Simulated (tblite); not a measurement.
Species: C7H11 (doublet state).
Geometry (GFN2-xTB, Å), atoms numbered from 1 in this order:
```xyz
18
C7H11 angstrom
C     -1.817    2.017   -0.389
C     -1.311    0.822   -0.370
C     -0.772   -0.358   -0.378
C     -1.443   -1.576    0.187
C      0.645   -0.568   -0.926
C      1.600   -0.590    0.197
C      2.078    0.659    0.826
H     -1.666    2.710    0.424
H     -2.424    2.367   -1.210
H     -0.831   -2.007    0.979
H     -1.568   -2.329   -0.592
H     -2.419   -1.325    0.594
H      0.661   -1.513   -1.474
H      0.876    0.251   -1.610
H      1.768   -1.516    0.723
H      3.145    0.597    1.053
H      1.568    0.850    1.779
H      1.902    1.514    0.176
```

All values are computed: GFN2-xTB (tblite) harmonic vibrations without scaling, gas phase. Against measured fundamentals such values can be off by several per cent, at times by over 20. One conformer, not necessarily the lowest. Open shells enter through the occupations alone, without spin polarisation, and single modes of such species can be off by tens of per cent.

Harmonic wavenumbers (cm⁻¹): 34.8, 50.4, 66.8, 132.2, 152.8, 201.4, 258.6, 317.5, 393.5, 449.5, 503.0, 542.6, 596.7, 768.6, 847.1, 903.0, 936.4, 968.3, 986.5, 991.6, 1037.1, 1069.2, 1143.2, 1180.3, 1199.1, 1257.8, 1322.9, 1343.8, 1394.6, 1398.2, 1452.1, 1459.0, 1463.4, 1480.4, 1484.9, 1489.5, 2072.2, 2885.8, 2959.9, 2961.4, 2964.3, 2993.7, 3013.1, 3031.7, 3041.1, 3059.1, 3062.2, 3092.5.

A = 3220, B = 1947, C = 1412 MHz; mass 95.086 u (most abundant isotopes); point group C1, symmetry number 1; spin multiplicity 2.

Task: Zero-point energy?

Result: ½Σν̃ = 33207 cm⁻¹ = 94.94 kcal/mol.

Task: What is S at 350 K and 1 bar for an ideal gas of classical rigid rotors and harmonic oscillators?

Result: Translation 40.39, rotation 28.46, vibration 34.85, spin (R ln 2) 1.38: S = 105.1 cal/(mol K).

Task: And Cp and H(350 K) − H(0)?

Result: Cp = 39.54 cal/(mol K), of which vibrations give 31.59 (their classical limit is 48 R = 95.4); H(350 K) − H(0) = 8.68 kcal/mol without the zero-point energy, 5.90 from vibrations.

Task: Blend soft modes into free rotors: weight 1/[1 + (100 cm⁻¹/ν̃)⁴] for the oscillator and the rest for a rotor with moment μB/(μ + B), μ = h/(8π²ν), B = 10⁻⁴⁴ kg m². What vibrational entropy results?

Result: 30.62 cal/(mol K) in place of 34.85, which changes −T·S at 350 K by +1.48 kcal/mol.

Task: Which modes carry the vibrational entropy at 350 K?

Result: 34.8 cm⁻¹: 5.85; 50.4 cm⁻¹: 5.12; 66.8 cm⁻¹: 4.56; 132.2 cm⁻¹: 3.22; 152.8 cm⁻¹: 2.94; 201.4 cm⁻¹: 2.42 cal/(mol K); the other 42 give 10.73 together.

Hindered rotation and anharmonicity are outside this model. Other conformers, if any are populated, would add a mixing term that is left out. The structure is chiral; the term R ln 2 for an equal mix with its mirror image is left out.
